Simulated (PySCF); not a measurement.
PySCF 2.14 output of an unrestricted MN15 calculation on a single atom or ion in def2-TZVP, with the non-relativistic Hamiltonian (point nucleus):

```
SCF conv_tol = 1e-09
number electrons alpha = 1  beta = 1
    H. S. Yu, X. He, S. L. Li, and D. G. Truhlar.,  Chem. Sci. 7, 5032-5051 (2016)
    H. S. Yu, X. He, S. L. Li, and D. G. Truhlar.,  Chem. Sci. 7, 5032-5051 (2016)
cycle= 1 E= -7.2998953455396  delta_E= -0.00174  |g|= 0.00803  |ddm|= 0.0496
cycle= 2 E= -7.29990124718807  delta_E= -5.9e-06  |g|= 0.000503  |ddm|= 0.00356
cycle= 3 E= -7.29990126640417  delta_E= -1.92e-08  |g|= 1.01e-05  |ddm|= 0.000132
cycle= 4 E= -7.29990126643852  delta_E= -3.43e-11  |g|= 1.56e-06  |ddm|= 6.26e-06
converged SCF energy = -7.29990126643852  <S^2> = -1.7763568e-15  2S+1 = 1
```

The run itself started from symmetry-adapted Hartree-Fock orbitals and held the occupation by maximum overlap, on a logarithmic radial grid, so the iterations belong to that start.

**Question.** Which element, charge and spin multiplicity is this?

**Answer.** Li⁺ (lithium, charge +1), multiplicity 1; the state was 1s2, closed-shell 1S.
